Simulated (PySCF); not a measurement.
A geometry optimisation, step by step.

Species: C₃H₅GeNSe.
Bonds: Ge1–C2, C2–C3 (aromatic), C3–C4 (aromatic), C4–Se5 (aromatic), Se5–N6 (aromatic), C2–N6 (aromatic). Hydrogens: H7, H8, H9 on Ge1; H10 on C3; H11 on C4.

Computed by this run: PySCF 2.14.0, PBE0-D3(BJ)/def2-SVP geometry optimisation, gas phase; density fitting, grid level 1; the optimiser is geomeTRIC in internal coordinates, started from a GFN2-xTB structure with every atom displaced at random (about 0.01 Å). The frame can shift and turn from step to step; on so coarse a grid that alone can change the energy by a few meV, and forces under 0.02 eV/Å are noise.

Step 0: E = -126510.4476 eV, largest atomic force 3.524 eV/Å
```
atom  x, y, z in Å  |  force x, y, z in eV/Å
Ge1    -1.945   -0.190    0.091    0.023   0.937  -0.007
C2     -0.045   -0.278   -0.184   -0.124  -0.018  -0.038
C3      0.890    0.636    0.329    2.520   0.105  -0.038
C4      2.218    0.315   -0.016   -3.415  -0.826  -0.275
Se5     2.181   -1.220   -1.057    0.336   0.496   0.292
N6      0.403   -1.263   -0.902   -0.363  -1.125  -0.697
H7     -2.266   -0.140    1.550   -0.105  -0.084   0.898
H8     -2.617   -1.318   -0.561   -0.539  -1.079  -0.582
H9     -2.491    1.116   -0.473   -0.055   0.303  -0.218
H10     0.631    1.486    0.951   -0.022   0.248   0.134
H11     3.080    0.830    0.256    1.745   1.043   0.530
```

Step 1: E = -126510.6408 eV, largest atomic force 0.708 eV/Å
```
atom  x, y, z in Å  |  force x, y, z in eV/Å
Ge1    -1.953   -0.272    0.214   -0.146  -0.088  -0.006
C2     -0.026   -0.336   -0.156    0.016   0.016   0.143
C3      0.928    0.605    0.373   -0.216   0.149  -0.275
C4      2.168    0.458   -0.180    0.511   0.110   0.478
Se5     2.167   -0.981   -1.328   -0.033  -0.019  -0.057
N6      0.396   -1.235   -1.009   -0.022   0.072  -0.065
H7     -2.232   -0.261    1.741    0.074  -0.032  -0.187
H8     -2.648   -1.474   -0.469    0.130   0.176   0.142
H9     -2.497    1.052   -0.377    0.026  -0.102   0.048
H10     0.666    1.387    1.092    0.057  -0.063  -0.029
H11     3.074    1.036    0.075   -0.396  -0.219  -0.190
```

Step 2: E = -126510.6630 eV, largest atomic force 0.223 eV/Å
```
atom  x, y, z in Å  |  force x, y, z in eV/Å
Ge1    -1.956   -0.274    0.213   -0.025   0.024  -0.022
C2     -0.039   -0.300   -0.184    0.048   0.162  -0.146
C3      0.919    0.639    0.333   -0.050  -0.064   0.176
C4      2.184    0.427   -0.136    0.003   0.026  -0.011
Se5     2.163   -0.987   -1.319    0.000  -0.070   0.026
N6      0.380   -1.196   -1.042    0.054  -0.059  -0.007
H7     -2.189   -0.280    1.736    0.024  -0.013   0.007
H8     -2.625   -1.487   -0.444    0.021  -0.001   0.017
H9     -2.547    1.030   -0.357   -0.020   0.000   0.004
H10     0.663    1.429    1.043    0.016  -0.001   0.027
H11     3.089    0.978    0.134   -0.070  -0.005  -0.070
```

Step 3: E = -126510.6669 eV, largest atomic force 0.152 eV/Å
```
atom  x, y, z in Å  |  force x, y, z in eV/Å
Ge1    -1.955   -0.266    0.205    0.006   0.026  -0.029
C2     -0.040   -0.287   -0.199   -0.056   0.048  -0.066
C3      0.915    0.642    0.341    0.039  -0.138  -0.050
C4      2.178    0.420   -0.131    0.035   0.009   0.029
Se5     2.169   -1.009   -1.298   -0.037   0.083   0.020
N6      0.380   -1.191   -1.050   -0.024  -0.045   0.066
H7     -2.166   -0.286    1.728    0.005   0.000   0.045
H8     -2.614   -1.483   -0.445   -0.022  -0.042  -0.019
H9     -2.565    1.034   -0.351   -0.019   0.013  -0.003
H10     0.662    1.428    1.055    0.001   0.010  -0.010
H11     3.078    0.978    0.122    0.072   0.036   0.017
```

Step 4: E = -126510.6677 eV, largest atomic force 0.160 eV/Å
```
atom  x, y, z in Å  |  force x, y, z in eV/Å
Ge1    -1.961   -0.262    0.198    0.016   0.022   0.013
C2     -0.044   -0.281   -0.205    0.037  -0.027   0.043
C3      0.920    0.634    0.342   -0.025   0.098   0.035
C4      2.187    0.421   -0.125   -0.117  -0.101  -0.041
Se5     2.167   -1.006   -1.293    0.032  -0.029  -0.038
N6      0.378   -1.193   -1.046    0.041   0.019  -0.041
H7     -2.160   -0.284    1.725   -0.004   0.005   0.016
H8     -2.615   -1.486   -0.446   -0.009  -0.019  -0.015
H9     -2.584    1.034   -0.355   -0.002  -0.003  -0.002
H10     0.668    1.419    1.057   -0.012   0.021  -0.004
H11     3.086    0.982    0.125    0.045   0.014   0.035
```

Step 5: E = -126510.6687 eV, largest atomic force 0.035 eV/Å
```
atom  x, y, z in Å  |  force x, y, z in eV/Å
Ge1    -1.959   -0.262    0.198    0.002  -0.005   0.005
C2     -0.042   -0.280   -0.208   -0.006  -0.012   0.004
C3      0.917    0.639    0.340    0.009  -0.014   0.006
C4      2.184    0.416   -0.121    0.003   0.018  -0.013
Se5     2.169   -1.004   -1.298    0.000  -0.012   0.026
N6      0.381   -1.190   -1.050   -0.012   0.024  -0.022
H7     -2.157   -0.282    1.727    0.001   0.003  -0.007
H8     -2.615   -1.489   -0.444    0.001   0.004   0.001
H9     -2.585    1.033   -0.355    0.001  -0.006   0.000
H10     0.663    1.427    1.051   -0.001  -0.001  -0.005
H11     3.086    0.971    0.137    0.003   0.000   0.005
```

Step 6: E = -126510.6687 eV, largest atomic force 0.034 eV/Å
```
atom  x, y, z in Å  |  force x, y, z in eV/Å
Ge1    -1.959   -0.262    0.197   -0.001  -0.001  -0.004
C2     -0.043   -0.278   -0.211   -0.005   0.019  -0.027
C3      0.917    0.640    0.338    0.004  -0.012   0.020
C4      2.184    0.416   -0.119    0.008  -0.001   0.010
Se5     2.171   -1.009   -1.290   -0.004   0.013  -0.017
N6      0.380   -1.185   -1.057    0.005  -0.020   0.026
H7     -2.155   -0.283    1.726    0.003   0.001  -0.005
H8     -2.615   -1.489   -0.446    0.002   0.004   0.002
H9     -2.587    1.032   -0.354   -0.003   0.000  -0.002
H10     0.662    1.429    1.048   -0.001   0.002  -0.003
H11     3.087    0.968    0.145   -0.008  -0.004  -0.001
```

Step 7: E = -126510.6688 eV, largest atomic force under 0.02 eV/Å
```
atom  x, y, z in Å  |  force x, y, z in eV/Å
Ge1    -1.960   -0.261    0.195    0.001  -0.001  -0.001
C2     -0.043   -0.277   -0.212   -0.003   0.002  -0.003
C3      0.917    0.639    0.340    0.004  -0.004   0.006
C4      2.185    0.414   -0.117    0.001   0.000  -0.001
Se5     2.171   -1.007   -1.291    0.001   0.001  -0.002
N6      0.380   -1.186   -1.056    0.001   0.001   0.002
H7     -2.154   -0.280    1.724    0.000   0.002   0.000
H8     -2.614   -1.489   -0.446    0.000   0.000  -0.001
H9     -2.589    1.032   -0.357   -0.001   0.000  -0.003
H10     0.662    1.428    1.050   -0.001   0.001  -0.001
H11     3.087    0.967    0.147    0.000  -0.001   0.003
```

Problem. Summarise the path.

Solution. The energy falls by 5.10 kcal/mol from step 0 to step 7; nine tenths of that is first reached at step 2. It falls at every step. The largest force goes from 3.524 to under 0.02 eV/Å. Among the bonds Ge1–H8 changes most, from 1.466 to 1.532 Å; the atoms move by 0.064 Å rms after alignment.

What follows is the cost of the whole optimisation. On one thread of an Intel Xeon Platinum 8488C, shared host with 96 logical CPUs at a one-minute load of 12, this took 77 s and 0.63 GiB of memory at its peak.
